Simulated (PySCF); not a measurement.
BiBr₂, SMILES [Br][Bi][Br], multiplicity 2. Atoms are numbered in the order given.

```xyz
3

Bi     0.0000     0.0000     0.7642
Br     0.0000    -2.0358    -0.9061
Br     0.0000     2.0358    -0.9061
```
Charge 0, spin multiplicity 2.

Coordinates come from a B3LYP-D3(BJ)/def2-SVP optimisation. The multiplicity is an assumed one; other spin states were not compared. The isomer is the one that the SMILES or the coordinates give; other isomers of the formula were not compared. The def2 effective core potentials stand for the cores of Bi; spin–orbit coupling is left out.

Method: CAM-B3LYP/def2-TZVPD in PySCF.

Mulliken values depend strongly on the basis, most of all with diffuse functions as here. ESP charges are fitted to the potential on shells at 1.4 to 2.0 van der Waals radii. Atomic charges (e):

```csv
atom,ESP fit,Mulliken,Mulliken spin
Bi1,0.46,0.64,0.95
Br2,-0.23,-0.32,0.02
Br3,-0.23,-0.32,0.02
```
